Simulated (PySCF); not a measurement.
**How methods differ on the ionisation energy of Pd**

Pd [Kr] 4d10 (1S) → Pd⁺ [Kr] 4d9 (2D), as a difference of total energies. All numbers are calculated (PySCF 2.14, scalar relativity through the core potential, in def2-TZVP with the def2 core potential (28 electrons) (6s4p3d1f, 40 functions)). Correlated levels: valence: 4s2 4p6 frozen. The calculations carry no spin-orbit coupling.

```tsv
method	ionisation energy (eV)	error (eV)
UHF	6.281	-2.231
r2SCAN	8.399	-0.113
MN15	8.710	+0.198
MP2 (valence)	7.982	-0.530
SCS-MP2 (valence)	7.805	-0.707
```

Reference: 8.512 eV (measured; NIST levels, between the centres of gravity of the two terms).

Errors of the correlated levels include the incompleteness of this basis and the frozen core.
